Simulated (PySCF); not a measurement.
Fe⁻ (iron, charge -1) across methods

[Ar] 3d7 4s2, high-spin 4F determinant. All numbers are calculated (PySCF 2.14, no relativity, point nucleus, in def2-QZVPPD).

| method | E (hartree) | mean ε 3d β (eV) | mean ε 4s α (eV) | mean ε 4s β (eV) | Σ⟨r²⟩ (bohr²) | ⟨S²⟩ |
| --- | --- | --- | --- | --- | --- | --- |
| BHandHLYP | -1263.662 | -0.072 | 0.108 | 0.448 | 63.13 | 3.769 |
| LC-wPBE | -1263.492 | -1.385 | -1.358 | -0.711 | 62.96 | 3.775 |
| LDA | -1261.255 | 2.964 | 0.760 | 1.182 | 61.25 | 3.781 |
| TPSSh | -1263.722 | 2.170 | 0.682 | 1.152 | 62.18 | 3.773 |
| UHF | -1262.37398 | -3.059 | -0.545 | 0.099 | 68.27 | 3.787 |
| wB97X | -1263.714 | -1.012 | -1.152 | -0.931 | 62.81 | 3.764 |
| r2SCAN | -1263.682 | 2.822 | 0.703 | 1.187 | 62.17 | 3.794 |
| PBE0 | -1263.477 | 1.444 | 0.395 | 0.834 | 62.68 | 3.777 |
| PBE | -1263.473 | 2.897 | 0.888 | 1.312 | 62.11 | 3.778 |

The highest occupied level is positive at BHandHLYP, LDA, TPSSh, UHF, r2SCAN, PBE0, PBE: only the finite basis holds that electron, at UHF too, so the state is unbound at these levels.
